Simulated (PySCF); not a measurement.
## Correlation energy of P²⁺ (phosphorus, charge +2)

[Ne] 3s1 3p2, high-spin 4P determinant (an excited configuration). Calculation: PySCF 2.14, in aug-cc-pV(Q+d)Z; the non-relativistic Hamiltonian (point nucleus). Frozen: [Ne]; 3 electrons correlated.

| level | correlation energy (mhartree) |
| --- | --- |
| CCSD | -16.52 |
| (T) | -0.10 |
| CCSD(T) | -16.62 |

Diagnostics: T1 = 0.0023, D1 = 0.0053, largest double amplitude 0.054.

Task: Is a single reference adequate?

Result: Yes: T1 lies below 0.03 and no double amplitude reaches 0.07.
